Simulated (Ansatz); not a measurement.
Consider the atomization: `[CH3][SnH]([F])[BH]Cl` → B• + C• + Cl• + F• + 5 H• + Sn•.

Computed with Ansatz on PBE0-D4/def2-TZVP structures; ΔE is electronic, products minus reactants. CBS: MP2 limit from def2 TZ/QZ plus the TZ coupled-cluster correction, frozen cores. This one scheme is used for every species, atoms too. For atomizations the MP2-based limit and the directly extrapolated one differ by several kJ/mol either way, and by 10 to 25 for some Ge, Se and Sn compounds, so smaller differences from it don't rank the levels. Functionals use def2-TZVPP. HSE06 is defined as in plane-wave codes. No spin–orbit coupling; open shells (•) take unrestricted orbitals. Spin–orbit coupling would lower the free atoms: a little for B, C, Cl, F; strongly for Sn. Elements past krypton have def2 core potentials. For Sn outer-core shells are correlated without core-valence functions, so the limit isn't a true one: a few kJ/mol of doubt a bond, and 10 to 20 or more in all where bonds break to atoms. Each species was taken in one conformer, which may not be the lowest.

CCSD(T)/CBS gives +790.7 kcal/mol.

Q: Another level gave +778.5 kcal/mol. Which?
A. r2SCAN0-D4/def2-TZVPP
B. B2PLYP/def2-TZVPP
C. HSE06-D4/def2-TZVPP
D. BHLYP-D4/def2-TZVPP

A: A. r2SCAN0-D4 778.5, B2PLYP 776.5, BHLYP-D4 764.5, HSE06-D4 786.6 kcal/mol.

Largest T1 diagnostic among the species: 0.014.

From BLYP to BHLYP (50 % exact exchange), in def2-TZVPP and without D4, ΔE moves by −13.0 kcal/mol: exact exchange takes away binding that semilocal exchange gives to molecules. Leaving LDA and LC-ωPBE aside and taking each functional with its dispersion term where it has one, the values, not all of them listed here, spread over 34.4 kcal/mol, from BHLYP-D4 to PBE-D4. LDA lies +103.9 kcal/mol from PBE without D4, its usual overbinding.
